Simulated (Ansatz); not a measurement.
`[OH][Ga]([F])[O][SiH3]` + H₂ → `[F][GaH][O][SiH3]` + H₂O at 500 K and 1 bar (hydrogenolysis of a Ga–O bond).

Calculated with Ansatz (gas phase, PBE0-D4/def2-TZVP geometries, no zero-point term in ΔE). CCSD(T)/CBS is the MP2 limit (def2-TZVPP, def2-QZVPP) plus CCSD(T) − MP2 in def2-TZVPP, frozen cores. This one scheme is used for every species. For Ga outer-core shells are correlated without core-valence functions, which leaves a few kJ/mol of doubt a bond. Scalar relativity is left out up to krypton. One conformer a species, not always the lowest.

| species | CCSD(T)/CBS energy (Eh) | H − E (kJ/mol) | S (J/(mol·K)) |
| --- | --- | --- | --- |
| `[OH][Ga]([F])[O][SiH3]` | -2465.70830 | 169.6 | 458.5 |
| H₂ | -1.17544 | 41.0 | 145.5 |
| `[F][GaH][O][SiH3]` | -2390.49581 | 143.9 | 417.4 |
| H₂O | -76.37941 | 73.2 | 206.3 |

H − E and S are ideal-gas, rigid-rotor, harmonic terms from PBE0-D4/def2-TZVP, for one conformer and one mirror image of each species. The MP2-based limit puts H₂ 0.8 mEh under its directly extrapolated value; such offsets cancel only in part. 1 Eh = 2625.50 kJ/mol, R = 8.31446 J/(mol·K).

Question: By hand: ΔE, ΔH, ΔS and ΔG.

Answer: ΔE = (-2390.49581) + (-76.37941) − (-2465.70830) − (-1.17544) = 0.00852 Eh = 22.4 kJ/mol. Δ(H − E) = 143.9 + 73.2 − 169.6 − 41.0 = 6.5, so ΔH = 28.9 kJ/mol. ΔS = 417.4 + 206.3 − 458.5 − 145.5 = 19.7 J/(mol·K). ΔG = 28.9 − 500 × (19.7)/1000 = 19.0 kJ/mol.

Question: By hand: the equilibrium constant, and the temperature at which ΔG would vanish if ΔH and ΔS stayed fixed.

Answer: log₁₀ K = −ΔG/(RT ln 10) = -2.0. ΔG = 0 at ΔH/ΔS = 1467 K, though so small a ΔS makes that figure unsure.

TΔS isn't small against ΔH here. A doubt of 5 kJ/mol in ΔE shifts log₁₀ K by 0.5 here. Other conformers and mirror images would add mixing entropy, several J/(mol·K) or more a flexible species. Modes under 60 cm⁻¹, often nearly free rotors, make the harmonic entropy too high. These are equilibria of isolated gas molecules and say nothing of rates. Largest T1 diagnostic: 0.014 (customary marks: 0.02 for closed shells, 0.045 for open ones).
